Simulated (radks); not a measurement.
Valence configurations of Al II (all share [Ne]). All-electron calculation, scalar-relativistic Kohn-Sham, PBE, spin-polarised, spherical densities, finite nucleus; open shells are filled with parallel spins first; Fermi nuclear charge, rms radius 3.061 fm. Program: a radial shooting solver on a logarithmic mesh with Libxc functionals. Energies are relative to 3s2; eigenvalues in eV for spin up.

| valence | E (eV) | moment (Bohr magnetons) | e(3p) | e(3s) |
|---|---|---|---|---|
| 3s2 | 0.000 | 0 | - | -14.811 |
| 3s1.5 3p0.5 | 2.595 | 1 | -9.879 | -15.726 |
| 3s1 3p1 | 4.656 | 2 | -10.478 | -16.451 |
| 3s0.5 3p1.5 | 7.646 | 2 | -10.789 | -16.779 |
| 3p2 | 10.644 | 2 | -11.085 | - |

NIST lists [Ne] 3s2 as the ground configuration; this level of theory agrees among the configurations tried. The energies are those of spherical high-spin densities, not of single terms.
